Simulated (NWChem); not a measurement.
**Correlation energy of H4AlClS**

```
Al
H 1 1.5826
H 1 1.5826 2 123.59
Cl 1 2.1494 2 116.01 3 155.49
S 1 2.6193 2 96.34 3 -101.92
H 5 1.3546 1 96.67 2 -164.80
H 5 1.3546 6 92.79 1 -97.02
```
Charge 0, spin multiplicity 1.

All runs are NWChem calculations. Structure: optimised with B3LYP/def2-SVP, a minimum by its harmonic frequencies.

Basis set: 6-311G**. Each correlation energy counts from its own Hartree-Fock reference.

The correlated methods keep 15 core orbitals frozen. The Pople sets run with spherical d functions. The structure started from a generated list of species. Coupled-cluster values serve here as a point of comparison, not as the truth.

**Question.** Order these methods by the correlation energy they give, lowest first: MP2, SCS-MP2, CCSD, CCSD+T(CCSD).

**Answer.** CCSD+T(CCSD) (-413.1 mHa), CCSD (-403.2 mHa), SCS-MP2 (-360.5 mHa), MP2 (-355.3 mHa)
